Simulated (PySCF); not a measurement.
Sc(F)3, SMILES [F][Sc]([F])[F] at its PBE0/def2-SVP optimised geometry (Å):

```
4

Sc    -0.4548    -0.0011     0.0000
F      1.3672    -0.0011     0.0000
F     -1.3636     1.5780     0.0000
F     -1.3672    -1.5780     0.0043
```

Calculation: PBE0/def2-TZVP run with PySCF. Cells within 0.4 Å of a nucleus heavier than hydrogen are left out (blank, or x).

Map of the LUMO amplitude (bohr^(-3/2)) on the plane z = 0.0 Å; orbital energy -2.53 eV, overall sign arbitrary:

```
|999999999999999999999999999|
|999999999999999999999999999|
|999999999999999999999999999|
|999999999999999999999999999|
|999999999999999999999999999|
|999999999999999999999999999|
|999999988899999999999999999|
|99999998xx99999999999999999|
|99999998xx99999999999999999|
|99999999xx99999999999999999|
|999999999887789999999999999|
|999999999753357999999999999|
|99999999862xx1689xx89999999|
|99999999850xx0589xx89999999|
|99999999862xx1689xx89999999|
|999999999753357999999999999|
|999999999887789999999999999|
|99999999xx99999999999999999|
|99999998xx99999999999999999|
|99999998xx99999999999999999|
|999999988899999999999999999|
|999999999999999999999999999|
|999999999999999999999999999|
|999999999999999999999999999|
|999999999999999999999999999|
|999999999999999999999999999|
|999999999999999999999999999|
```
Scale: ten equal steps from -0.231 (start of '0') to 0.010 (end of '9'), in the order '0123456789'; x runs from -4.00 to 4.00, y from -4.00 (bottom) to 4.00 (top).
